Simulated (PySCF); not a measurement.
## Dipole moment and polarisability of `[SiH3]SCOc1ncsn1`

Compound: C₃H₆N₂OS₂Si.
Structure used (GFN2-xTB), in Å, numbered top down from 1:
```xyz
15
C3H6N2OS2Si angstrom
Si     2.8688   -0.4893    0.0385
S      2.2226    1.2812    1.0991
C      0.4859    1.1979    0.6155
O      0.1669   -0.1667    0.4413
C     -1.1085   -0.4455    0.2088
N     -2.0540    0.5244    0.1656
C     -3.2007   -0.0240   -0.0706
S     -3.0857   -1.7322   -0.2377
N     -1.4776   -1.6864    0.0156
H      4.3143   -0.3368    0.0976
H      2.3993   -1.6684    0.7443
H      2.3674   -0.3703   -1.3239
H      0.3357    1.7498   -0.3187
H     -0.1222    1.6509    1.4030
H     -4.1167    0.5234   -0.1521
```

Level: CAM-B3LYP/def2-SVPD (PySCF), static field, nuclei fixed, core orbitals frozen in the response. The polarisability tensor in these axes (au):

```
x   145.38   9.66   6.69
y     9.66 117.25   9.47
z     6.69   9.47  86.27
```

Q: Give the principal values, the mean and the anisotropy Δα = √{½[(α1 − α2)² + (α2 − α3)² + (α1 − α3)²]}.

A: Principal values 83.35, 115.80 and 149.74 au; mean 116.30 au = 17.23 Å³ = 19.17 × 10⁻⁴⁰ C²·m²/J; Δα = 57.50 au (49 % of the mean).

Q: What is the dipole moment, and where does it point?

A: (-2.99, 0.33, -1.03) D, 3.18 D in size, pointing from the negative to the positive side. Measured along this direction, the outermost atoms are H10 at the negative end and H15 at the positive end.

Q: In a dilute gas of rigid molecules at 250 K, how does the orientational term μ²/3kT compare with the electronic polarisability?

A: In Gaussian units μ²/3kT = 97.50 Å³ against 17.23 Å³, a ratio of 5.66; the Debye molar polarisation (4π/3)N_A(α + μ²/3kT) is 289.4 cm³/mol, leaving out the vibrational part.

Q: What depolarisation ratio follows for Rayleigh scattering of linearly polarised light, taking the static tensor?

A: ρ = 3Δα²/(45ᾱ² + 4Δα²) = 9917.9/(608625 + 13223.9) = 0.0159.

Q: Find the Langevin capture rate constant for H3+ (3.023 u) meeting this molecule (177.969 u), k = 2.342 × 10⁻⁹ cm³/s × √(α in Å³ / reduced mass in u).

A: The reduced mass is 2.97 u, so k = 5.64 × 10⁻⁹ cm³/s. The formula leaves out the permanent dipole, which adds to the capture rate.

Q: Directions of the eigenvectors, and the extent of the frame along each?

A: Largest value along (0.94, 0.32, 0.15), where the nuclei span 7.65 Å; middle along (-0.35, 0.91, 0.21), 4.07 Å; least along (-0.06, -0.25, 0.97), 2.32 Å. The response follows the extents in order.

Geometry: GFN2-xTB, one conformer, isolated molecule.

The run behind these numbers computed excited states as well. The run took 86 s of wall time on an x86-64 server with one thread, no GPU, shared host.
